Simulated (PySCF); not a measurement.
H₆PSi₂, SMILES [SiH3][P][SiH3], multiplicity 2. Geometry optimised at PBE-D3(BJ)/def2-SVP. The isomer is the one that the SMILES or the coordinates give; other isomers of the formula were not compared.

Computed equilibrium geometry at PBE-D3(BJ)/def2-SVP (PySCF confirms it by a frequency run) as bond lengths and angles, and its point group:
point group C2.
Atoms: Si1 P2 Si3 H4 H5 H6 H7 H8 H9. Bond lengths (Å): Si1–P2 2.271, Si1–H4 1.508, Si1–H5 1.504, Si1–H6 1.508, P2–Si3 2.271, Si3–H7 1.508, Si3–H8 1.504, Si3–H9 1.508. Angles (°): P2–Si1–H4 109.0, P2–Si1–H5 109.8, P2–Si1–H6 112.0, H4–Si1–H5 108.8, H4–Si1–H6 108.1, H5–Si1–H6 109.0, Si1–P2–Si3 93.1, P2–Si3–H7 112.0, P2–Si3–H8 109.8, P2–Si3–H9 109.0, H7–Si3–H8 109.0, H7–Si3–H9 108.1, H8–Si3–H9 108.8.
Charge 0, spin multiplicity 2.
